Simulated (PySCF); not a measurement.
Gas-phase reaction: Ge(OH)4 + GeO2 → 2 GeO + 4 OH. Level: PBE0/def2-TZVP; standard pressure 1 bar.

Computed with PySCF and rigid-rotor harmonic-oscillator thermochemistry at 1 bar. Open shells (unrestricted): OH (multiplicity 2, electronic degeneracy 4); the rest are closed-shell singlets. Spin-orbit splitting is ignored; it lowers the true energy and changes the entropy of OH. Ge: all electrons, no relativistic terms. Ge(OH)4, GeO2: computed as isolated molecules; such fragments, hydroxides, amides, oligomers or adducts are transient or little studied in the gas. The harmonic model lacks anharmonicity and excited electronic states, which grow with temperature; levels with a mode under 35 cm⁻¹ are left out. Internal rotation in Ge(OH)4 is treated as a harmonic vibration of one conformer, which makes the entropy rough.

```tsv
T (K)	1000/T (1/K)	log10 K
1200	0.8333	-20.25
1400	0.7143	-13.22
1600	0.6250	-7.99
1800	0.5556	-3.95
2000	0.5000	?
2500	0.4000	4.96
```

Task: Fit log10 K = a + b·(1000/T) to the five rows, get the mean ΔH° and ΔS°, and predict log10 K at 2000 K.

Result: Means: 1000/T = 0.6256, log10 K = -8.090. Sums of products about the means: Sxy = -6.21460, Sxx = 0.106803, so b = Sxy/Sxx = -58.19 and a = -8.090 − (-58.19)×0.6256 = 28.32.
ΔH° = −R ln 10 × 1000 K × b = −19.145 × (-58.19) = 1114 kJ; ΔS° = R ln 10 × a = 542 J/K. The run's own values go from 1134 kJ and 557 J/K at 1200 K to 1079 kJ and 527 J/K at 2500 K.
Prediction at 2000 K: 28.32 + (-58.19)×0.5000 = -0.77. The computed value is -0.74, 0.03 from the line.
For scale, ΔH°(298 K) is 1158 kJ at this level, 1166 kJ at ωB97M-V/def2-TZVP†, and runs from 668 to 1502 kJ over the 20 levels computed († marks an energy on the PBE0/def2-TZVP geometry).
